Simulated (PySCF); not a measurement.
Zn(Cl)(SiH3) (ClH3SiZn), SMILES [Cl][Zn][SiH3].

Coordinates come from a PBE0-D3(BJ)/def2-SVP optimisation.

Level of theory: PySCF 2.14.0 with IEF-PCM-M06-2X/def2-SVP.

The values are the electrostatic part of the solvation free energy, E(continuum) − E(gas) at the gas-phase geometry, in a cavity of scaled van der Waals radii (PySCF's table); cavitation and dispersion terms are not included. A continuum can't describe solvent molecules that bind to the metal. In vacuum the orbital gap is 9.00 eV. The dipole moment in vacuum is 2.00 D.

```json
[
 {"solvent": "water", "ε": "78.36", "ΔG(elec) (kcal/mol)": "-15.2", "dipole (D)": "2.01", "gap (eV)": "9.02"},
 {"solvent": "dichloromethane", "ε": "8.93", "ΔG(elec) (kcal/mol)": "-12.6", "dipole (D)": "2.06", "gap (eV)": "9.01"},
 {"solvent": "cyclohexanone", "ε": "15.62", "ΔG(elec) (kcal/mol)": "-13.8", "dipole (D)": "2.04", "gap (eV)": "9.01"}
]
```
